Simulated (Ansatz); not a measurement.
Relaxation of BrH₅Sn (7 atoms, charge 0, multiplicity 1), to a largest force component of 0.03 eV/Å in at most 50 steps.

These are results of RKS PBE/def2-SVP (Ansatz 0.2.0), not measurements.

```xyz
7
Properties=species:S:1:pos:R:3
Sn -0.521 0.000 -0.463
H 0.199 0.003 2.399
H 0.918 0.000 0.480
H -0.661 1.433 -1.412
H -0.661 -1.433 -1.412
Br -2.597 0.000 1.058
H -0.428 -0.002 2.758
```

**Question.** Where does it end, and by what steps?

**Answer.** The forces met the threshold. The force dipped under the threshold on the way, but the program's further checks kept it going. After 13 steps the energy has fallen by 0.230 eV; H2 moved furthest, 1.17 Å.

```tsv
step	energy less start (eV)	largest force component (eV/Å)	accepted
0	0.0000	1.705	yes
1	-0.1301	0.231	yes
2	-0.1769	0.383	yes
3	-0.2055	0.154	yes
4	-0.2209	0.140	yes
5	-0.2266	0.049	yes
6	-0.2121	0.838	no
7	-0.2290	0.010	yes
8	-0.2283	0.261	no
9	-0.2295	0.026	yes
10	-0.2298	0.046	yes
11	-0.2300	0.096	yes
12	-0.2302	0.043	yes
13	-0.2303	0.001	yes
```

```xyz
7
Properties=species:S:1:pos:R:3
Sn -0.599 0.000 -0.798
H 0.349 0.000 3.563
H 0.847 0.000 0.139
H -0.770 1.431 -1.744
H -0.770 -1.431 -1.744
Br -2.514 0.000 0.851
H -0.295 0.000 3.141
```

Whether the end is a true minimum wasn't checked by a vibrational analysis.

The run took 17 s on 2 threads of Arm Neoverse V1, with other jobs on the host, peak memory 0.12 GiB.
